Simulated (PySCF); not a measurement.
CH4OZn, triplet, at the geometry of the source list (a higher spin typed on purpose: for a closed-shell molecule this is an excited state); B3LYP/def2-SVP run with PySCF.

PySCF was given this input:
```python
from pyscf import gto, scf, dft

mol = gto.Mole()
mol.atom = '''
    Zn    0.06160000   -0.48140000    0.57550000
    C    -0.13200000    1.11290000   -0.60580000
    H    -0.85250000    1.82490000   -0.22400000
    H    -0.46840000    0.78110000   -1.58200000
    H     0.81160000    1.62810000   -0.73100000
    O     0.29420000   -2.16020000    0.89350000
    H     0.28540000   -2.70540000    1.67390000
'''
mol.basis = 'def2-svp'
mol.spin = 2
mol.verbose = 4
mol.build()

mf = dft.UKS(mol)
mf.xc = 'b3lyp'
mf.kernel()
```

The log (banner, timings and long lists left out):

```
PySCF version 2.14.0

[INPUT] verbose = 4
[INPUT] num. atoms = 7
[INPUT] num. electrons = 48
[INPUT] charge = 0
[INPUT] spin (= nelec alpha-beta = 2S) = 2
[INPUT] symmetry False subgroup None
[INPUT] Mole.unit = angstrom
[INPUT] Symbol           X                Y                Z      unit          X                Y                Z       unit  Magmom
[INPUT]  1 Zn     0.061600000000  -0.481400000000   0.575500000000 AA    0.116407129273  -0.909714156366   1.087537384687 Bohr   0.0
[INPUT]  2 C     -0.132000000000   1.112900000000  -0.605800000000 AA   -0.249443848443   2.103076204028  -1.144796086262 Bohr   0.0
[INPUT]  3 H     -0.852500000000   1.824900000000  -0.224000000000 AA   -1.610991521192   3.448561204719  -0.423298651903 Bohr   0.0
[INPUT]  4 H     -0.468400000000   0.781100000000  -1.582000000000 AA   -0.885147716746   1.476065075898  -2.989546729062 Bohr   0.0
[INPUT]  5 H      0.811600000000   1.628100000000  -0.731000000000 AA    1.533701722697   3.076663103404  -1.381389797057 Bohr   0.0
[INPUT]  6 O      0.294200000000  -2.160200000000   0.893500000000 AA    0.555957425847  -4.082186374285   1.688470292299 Bohr   0.0
[INPUT]  7 H      0.285400000000  -2.705400000000   1.673900000000 AA    0.539327835951  -5.112465057398   3.163212559909 Bohr   0.0

nuclear repulsion = 171.497786762381
number of shells = 35
number of NR pGTOs = 149
number of NR cGTOs = 79
basis = def2-svp
ecp = {}

******** <class 'pyscf.dft.uks.UKS'> ********
method = UKS
initial guess = minao
damping factor = 0
level_shift factor = 0
DIIS = <class 'pyscf.scf.diis.CDIIS'>
diis_start_cycle = 1
diis_space = 8
diis_damp = 0
SCF conv_tol = 1e-09
SCF conv_tol_grad = None
SCF max_cycles = 50
direct_scf = True
direct_scf_tol = 1e-13
number electrons alpha = 25  beta = 23
XC library pyscf.dft.libxc version 7.1.2
    S. Lehtola, C. Steigemann, M. J. T. Oliveira, and M. A. L. Marques,  SoftwareX 7, 1–5 (2018)
XC functionals = b3lyp
    P. J. Stephens, F. J. Devlin, C. F. Chabalowski, and M. J. Frisch,  J. Phys. Chem. 98, 11623 (1994)
radial grids:
    Treutler-Ahlrichs [JCP 102, 346 (1995); DOI:10.1063/1.469408] (M4) radial grids

becke partition: Becke, JCP 88, 2547 (1988); DOI:10.1063/1.454033
pruning grids: <function nwchem_prune>
grids dens level: 3
symmetrized grids: False
atomic radii adjust function: <function treutler_atomic_radii_adjust>
small_rho_cutoff = 0
Set gradient conv threshold to 3.16228e-05
tot grids = 88072
init E= -1894.46344776347

cycle= 1 E= -1894.40271334522  delta_E= 0.0607  |g|= 0.762  |ddm|= 2.25

cycle= 2 E= -1891.63918315685  delta_E= 2.76  |g|= 2.33  |ddm|= 3.78

cycle= 3 E= -1894.56361155088  delta_E= -2.92  |g|= 0.366  |ddm|= 3.62

cycle= 4 E= -1894.41570643263  delta_E= 0.148  |g|= 0.641  |ddm|= 1.11

cycle= 5 E= -1894.54535709898  delta_E= -0.13  |g|= 0.391  |ddm|= 0.403

cycle= 6 E= -1894.627327025  delta_E= -0.082  |g|= 0.154  |ddm|= 0.486

cycle= 7 E= -1894.64194766924  delta_E= -0.0146  |g|= 0.0266  |ddm|= 0.202

cycle= 8 E= -1894.64263599841  delta_E= -0.000688  |g|= 0.0137  |ddm|= 0.0623

cycle= 9 E= -1894.64287164404  delta_E= -0.000236  |g|= 0.00901  |ddm|= 0.034

cycle= 10 E= -1894.64302861145  delta_E= -0.000157  |g|= 0.00533  |ddm|= 0.027

cycle= 11 E= -1894.64320819638  delta_E= -0.00018  |g|= 0.00612  |ddm|= 0.0478

cycle= 12 E= -1894.64335815338  delta_E= -0.00015  |g|= 0.00271  |ddm|= 0.0477

cycle= 13 E= -1894.64344406599  delta_E= -8.59e-05  |g|= 0.00235  |ddm|= 0.051

cycle= 14 E= -1894.64342736156  delta_E= 1.67e-05  |g|= 0.00508  |ddm|= 0.0086

cycle= 15 E= -1894.64344388121  delta_E= -1.65e-05  |g|= 0.00289  |ddm|= 0.00735

cycle= 16 E= -1894.64346621502  delta_E= -2.23e-05  |g|= 0.00255  |ddm|= 0.037

cycle= 17 E= -1894.64347345785  delta_E= -7.24e-06  |g|= 0.00053  |ddm|= 0.00586

cycle= 18 E= -1894.64347104585  delta_E= 2.41e-06  |g|= 0.00293  |ddm|= 0.0111

cycle= 19 E= -1894.64347633728  delta_E= -5.29e-06  |g|= 0.000146  |ddm|= 0.00705

cycle= 20 E= -1894.64347635549  delta_E= -1.82e-08  |g|= 0.000102  |ddm|= 0.000939

cycle= 21 E= -1894.64347636074  delta_E= -5.25e-09  |g|= 1.99e-05  |ddm|= 0.000322

cycle= 22 E= -1894.64347636096  delta_E= -2.17e-10  |g|= 6.26e-06  |ddm|= 3.41e-05

Extra cycle  E= -1894.64347636057  delta_E= 3.91e-10  |g|= 2.84e-05  |ddm|= 3.86e-05
converged SCF energy = -1894.64347636057  <S^2> = 2.0073681  2S+1 = 3.004908
```
